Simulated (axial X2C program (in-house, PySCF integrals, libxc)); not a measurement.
MoTe: properties at the nuclei

Computed with an in-house all-electron X2C program for linear molecules (integrals from PySCF): two-component X2C with atomic mean-field Coulomb and Gaunt terms, Gaussian nuclei, basis Te dyall-cv3z, Mo dyall-cv3z with contracted cores.

R = 2.550 Å (near the PBE0 minimum at charge 0 of the determinant lowest at the starting distance; the state shown can have its own minimum elsewhere).

Determinant lowest in the PBE0 search, Ω = 1 (⟨Sz⟩ = 2.00, ⟨Lz⟩ = -1.00 at PBE0), spin on the atoms Te -0.41, Mo 2.41:

| level | Eeff magnitude (GV/cm) | Ws magnitude Te (kHz) | A∥/gI Te (MHz) | qzz Te (a.u.) | A∥/gI Mo (MHz) | qzz Mo (a.u.) | μ (D) |
| --- | --- | --- | --- | --- | --- | --- | --- |
| PBE0 | 2.56 | 1.44 | -691 | -0.54 | 794 | 0.08 | 4.22 |
| HF | 6.78 | 3.41 | -832 | -2.57 | 313 | -0.65 | 5.29 |
| PBE | 1.34 | 0.942 | -614 | 0.15 | 915 | 0.27 | 3.52 |
| BP86 | 1.15 | 0.883 | -619 | 0.24 | 966 | 0.32 | 3.45 |
| r2SCAN | 1.79 | 1.33 | -682 | -0.08 | 1010 | 0.20 | 3.93 |

Determinant 0.74 eV from it at PBE0 and this distance, Ω = 4 (⟨Sz⟩ = 3.00, ⟨Lz⟩ = 1.00 at PBE0), spin on the atoms Te 0.47, Mo 2.53:

| level | Eeff magnitude (GV/cm) | Ws magnitude Te (kHz) | A∥/gI Te (MHz) | qzz Te (a.u.) | A∥/gI Mo (MHz) | qzz Mo (a.u.) | μ (D) |
| --- | --- | --- | --- | --- | --- | --- | --- |
| PBE0 | 1.78 | 0.213 | 146 | -2.19 | 198 | -0.22 | 3.63 |
| HF | 4.44 | 0.514 | 116 | -3.31 | 55.9 | -0.79 | 5.19 |
| PBE | 1.09 | 0.15 | 135 | -1.65 | 256 | -0.17 | 2.91 |
| BP86 | 0.92 | 0.136 | 134 | -1.39 | 282 | -0.21 | 2.92 |
| r2SCAN | 0.776 | 0.156 | 163 | -2.10 | 261 | -0.15 | 3.15 |

Eeff is the effective electric field on the electron electric dipole moment in this Ω state and Ws the scalar–pseudoscalar constant of the nucleus named (defined with the proton number Z and per Ω); A∥ (defined per Ω) follows by multiplying with gI = μI/(I μN); qzz is the electric field gradient, eQq0 = 234.96 MHz × Q/barn × qzz; μ is positive if the Mo end (last atom) is positive. The operators were transformed with the bare-nucleus X2C matrices; with these basis sets, hyperfine constants and field gradients can be off by tens of per cent, and where levels differ in sign neither size nor sign is settled.

Question: With gI(125Te) = -1.7770 (g factors from the IAEA table of nuclear moments by Stone), turn the PBE0 values of the first state into constants in MHz.

Answer: A∥(125Te) = -691 × -1.7770 = 1230 MHz.

Each state is one determinant with collinear spin, which with several unpaired electrons need not be a pure state. Unrestricted Hartree–Fock can overshoot spin polarisation at the nuclei. With several open shells hyperfine constants can be off by a factor of several. Where Eeff spreads by more than a factor of two the levels disagree and none is to be relied on. In the state Ω = 1 the atomic spins oppose each other (-0.41, 2.41): a broken-symmetry determinant whose values are not spin-projected. Open-shell Ω = 0 determinants with evenly filled partner blocks cannot be reached by this program, so the Ω shown need not be the lowest component. The search compared states at one distance, so a state with another bond length can lie lower. Further determinants of the search, some of them spin-mixed, are not shown. Where a field gradient or hyperfine factor spreads by more than a factor of two over the levels, a constant derived from it is not to be relied on. PBE0 term energies can be off by some tenths of an eV.
